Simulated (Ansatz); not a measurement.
Consider the cleavage of the Si–Si bond: `N=C(O)[SiH2][SiH3]` + `O[AsH2]` → `[SiH3]O[AsH2]` + `N=C(O)[SiH3]`.

Gas-phase electronic energies from Ansatz, PBE0-D4/def2-TZVP geometries. CCSD(T)/CBS adds triple-zeta CCSD(T) − MP2 to the extrapolated MP2 energy (def2 sets, frozen cores). DFT in def2-TZVPP. B3LYP here is the variant with VWN-RPA as its local correlation; programs differ in this. For As outer-core shells are correlated without core-valence functions, which leaves a few kJ/mol of doubt a bond. Scalar relativity is left out up to krypton. One conformer a species, not always the lowest.

CCSD(T)/CBS gives -88.2 kJ/mol.

(1) Another level gave -89.0 kJ/mol. Which?
A. r2SCAN-D4/def2-TZVPP
B. PBE0-D4/def2-TZVPP
C. PBE-D4/def2-TZVPP
D. B3LYP/def2-TZVPP

Largest T1 diagnostic among the species: 0.015.

Results:

(1) D. B3LYP -89.0, PBE0-D4 -69.6, PBE-D4 -62.0, r2SCAN-D4 -79.6 kJ/mol.

In def2-TZVPP, CCSD(T) changes the Hartree–Fock value by +25.7 kJ/mol (the triples alone add +3.4 kJ/mol) and MP2 by +18.1 kJ/mol. From PBE to PBE0 (25 % exact exchange), in def2-TZVPP and without D4, ΔE moves by −7.8 kJ/mol.
